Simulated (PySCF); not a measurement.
Estimate the missing entries of this data sheet.

Compound: CHClF3Ge (charge -1).
Numbering: `[F:1][C:2]([F:3])([F:4])[GeH-:5][Cl:6]` (hydrogens: H7 on Ge5)

Conformer (atom-mapped SMILES and torsion angles): `[F:1][C:2]([F:3])([F:4])[GeH-:5][Cl:6]`: F1–C2–Ge5–Cl6 -165°.

```csv
property,level,value
point group,PBE0-D3(BJ)/def2-SVP,?
"rotational constants A, B, C",PBE0-D3(BJ)/def2-SVP,?
HOMO energy,KT3/pcSseg-2,?
LUMO energy,KT3/pcSseg-2,?
13C chemical shifts (computed TMS as zero) by class,GIAO KT3/pcSseg-2,?
1H chemical shifts (computed TMS as zero) by class,GIAO KT3/pcSseg-2,?
"isotropic shieldings of nuclei other than C and H, by class",GIAO KT3/pcSseg-2,"231 (F1/F3/F4), 1038 (Cl6), 1398 (Ge5) ppm"
```

The electronic properties come from PySCF, for the isolated species, density fitting. Geometry: PBE0-D3(BJ)/def2-SVP; no solvent or vibrations. Relativistic effects, spin–orbit coupling among them, are left out although an element past zinc is present. Atoms bound to Ge lack the heavy atom's spin–orbit term in their shielding, so their NMR values are less reliable. NMR classes are plain means over equivalent atoms (diastereotopic ones count apart unless rotation or inversion swaps them), as if these changed places fast; in this geometry the members of some classes differ. No diffuse functions stand in pcSseg-2, which bears on an anion's orbital energies.

(1) What are the 1H chemical shifts (computed TMS as zero) by class?

(2) What are the 13C chemical shifts (computed TMS as zero) by class?

(3) Give the rotational constants A, B, C.

(4) Give the point group.

(5) Give the HOMO energy.

(6) The LUMO energy?

## Answers

(1) 5.54 (H7) ppm.

(2) 153.1 (C2) ppm.

(3) 2.717, 1.294, 1.045 GHz.

(4) C1.

(5) -0.46 eV.

(6) 3.38 eV.

The rotational constants make it an asymmetric top with κ = (2B − A − C)/(A − C) = -0.70, nearer the prolate limit (−1). With B = h/(8π²I), that is 505.379 GHz u Å² over I, the principal moments of inertia are 186.0, 390.5 and 483.6 u Å² (most abundant isotopes); the inertial defect Ic − Ia − Ib is -92.9 u Å² (zero for a rigid planar frame, negative otherwise).

For the geometry optimisation (PBE0-D3(BJ)/def2-SVP), the run took 34 s on Arm Neoverse V1, one thread, no GPU, shared host.
